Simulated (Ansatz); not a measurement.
A nudged elastic band was laid between two geometries of BFH3N + H2O (9 atoms, charge 0, multiplicity 1).

Computed with Ansatz 0.2.0, RKS revPBE/6-31G*.

```yaml
movable_images: 5
climbing_image: yes
spring: 5.0 eV/Å²
optimiser: quadratic models (default)
start_path: through a guess of the saddle point
force_threshold: 0.05 eV/Å
iteration_limit: 60
end_points: relaxed
```

Image 0:

```xyz
9
Properties=species:S:1:pos:R:3
B 0.092 -0.308 0.404
N 0.174 -0.674 1.760
H -0.641 -0.806 2.358
H 1.061 -0.861 2.219
H 1.071 -0.208 -0.288
F -1.141 -0.092 -0.149
O -0.494 2.788 0.376
H -1.027 2.091 -0.056
H -0.719 2.669 1.319
```

Image 6:

```xyz
9
Properties=species:S:1:pos:R:3
B -0.047 0.518 0.097
N 0.059 0.183 1.860
H -0.876 0.144 2.288
H 0.534 -0.706 2.060
H 1.128 0.409 -0.224
F -0.906 -0.508 -0.322
O -0.567 1.843 0.010
H -1.530 1.780 -0.145
H 0.582 0.938 2.320
```

(1) Which bonds break or form, and what moves?

(2) Give the energies along the band, and the barrier.

(3) What is the geometry of the highest image?

(4) What are the harmonic wavenumbers there?

The band took 15 iterations and of the order of 2 core-minutes.

Results:

(1) Bonds broken: O7–H9. Bonds formed: B1–O7, N2–H9. BFH3N + H2O becomes BFH5NO.

(2) The run converged. The highest image is number 3 of 0 to 6, 0.45 eV above the first end and 1.00 eV above the last; the last end lies 0.55 eV below the first. A vibrational analysis at the climbing image gives one clearly imaginary mode, 1012i cm⁻¹: a first-order saddle point. The orbitals stay closed-shell, which can raise the energy where a bond breaks towards radicals; this wasn't checked here.

| image | path coordinate (Å) | energy (eV) | O7–H9 (Å) | B1–O7 (Å) | N2–H9 (Å) |
| --- | --- | --- | --- | --- | --- |
| 0 | 0.00 | 0.00 | 0.98 | 3.15 | 3.49 |
| 1 | 0.79 | 0.00 | 0.98 | 3.03 | 2.75 |
| 2 | 1.58 | 0.10 | 0.99 | 2.44 | 2.08 |
| 3 | 2.36 | 0.45 | 1.18 | 1.66 | 1.40 |
| 4 | 3.13 | -0.43 | 2.10 | 1.45 | 1.03 |
| 5 | 3.90 | -0.53 | 2.55 | 1.43 | 1.03 |
| 6 | 4.66 | -0.55 | 2.73 | 1.43 | 1.03 |

(3) 
```xyz
9
Properties=species:S:1:pos:R:3
B -0.033 0.226 0.238
N -0.004 0.035 1.808
H -0.766 -0.536 2.186
H 0.884 -0.260 2.222
H 1.001 0.002 -0.352
F -1.213 -0.236 -0.326
O -0.182 1.870 0.453
H -1.096 2.109 0.181
H -0.213 1.389 1.534
```

(4) 1012i, 292, 331, 389, 618, 635, 711, 787, 811, 874, 951, 1038, 1080, 1257, 1550, 1585, 1833, 2555, 3435, 3536, 3613 cm⁻¹.

The run took 2 min on 1 thread of Arm Neoverse V2 (shared host), peak memory 0.12 GiB.
